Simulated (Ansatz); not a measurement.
Job for Ansatz (an electronic-structure program): U-PBE0/def2-TZVPP on GaCo, 2S+1 = 3, a spin state set in the input, which need not be the lowest, a point of a bond scan (R = 2.460 Å).

Ansatz 0.2 input:
```yaml
crystal:
  periodic: [false, false, false]
  atoms:
    - {symbol: Co, position_ang: [0.00000000, 0.00000000, 0.00000000]}
    - {symbol: Ga, position_ang: [0.00000000, 0.00000000, 2.45958600]}
basis:
  gaussian:
    orbitals: def2-TZVPP
    pivot_positions_ang: [[0.00000000, 0.00000000, 0.00000000], [0.00000000, 0.00000000, 2.45958600]]
hamiltonian:
  xc: {name: PBE0}
magnetization: {spin_polarized: true, initial_magnetization: 2}
output: {forces: true, orbitals: {seedname: ./end}}
```

Output:

```
WARN ansatz: RAYON_NUM_THREADS=1 ignored (pool sized by the plan → 1); use --threads N
Functional definition: PBE0
integrals: 0.06 GiB planned
840 factors; integrals over basis functions are off by at most 4.4e-4 eV
mean field: 0.72 GiB planned
mean field evaluation 1: about -89957.6465 eV, gradient 1.1e2 eV
mean field evaluation 2: about -89251.9299 eV, gradient 3.2e2 eV
mean field evaluation 4: about -89804.5129 eV, gradient 1.9e2 eV
mean field evaluation 8: about -89988.6088 eV, gradient 1.9e1 eV
mean field evaluation 16: about -89991.0727 eV, gradient 1.2e-5 eV
mean field evaluation 32: about -89990.9446 eV, gradient 9.4e-1 eV
mean field -89991.07273551 eV, -3307.1109248899 hartree, gradient 3.9e-6 eV, S^2 2.104099; 2 other end points of the search recorded, 0 dependent functions left out
the calculation of the forces begins
reference -89991.07275768 eV, -3307.1109257047 hartree; 30, 28 occupied and 82, 84 virtual orbitals, 840 factors
Total energy: -89991.07275768 eV, -3307.1109257047 hartree
Atom 0 at     0.000000     0.000000     0.000000 Å, force     0.000000    -0.000000     0.050277 eV/Å
Atom 1 at     0.000000     0.000000     2.459586 Å, force     0.000000     0.000000    -0.050277 eV/Å
Dipole moment:    -0.000000    -0.000000    -0.022193 e Å
```

The calculation finished and met its thresholds. Its determinant has ⟨S²⟩ = 2.10, a mixture of spin states.

Cost: very roughly 11 core-seconds.
